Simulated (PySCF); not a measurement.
Bonds broken one at a time in the series Ga F-H. Isolated molecules, 0 K electronic values unless said otherwise. Strings in code marks are SMILES.

Level of theory: B3LYP-D3(BJ)/def2-TZVP run with PySCF. B3LYP has the VWN-RPA correlation part, as in Gaussian. 

```json
[
 {"species": "whole molecule (`[F][Ga]([F])[F]`)", "dipole moment (D)": "0.00"},
 {"species": "whole molecule (`[F][GaH2]`)", "dipole moment (D)": "2.30"},
 {"species": "radical fragment (`[GaH2]`)", "dipole moment (D)": "0.33"},
 {"species": "whole molecule (`[GaH3]`)", "dipole moment (D)": "…"}
]
```

Fill in the missing entries.


- whole molecule (`[GaH3]`), dipole moment (D): 0.00
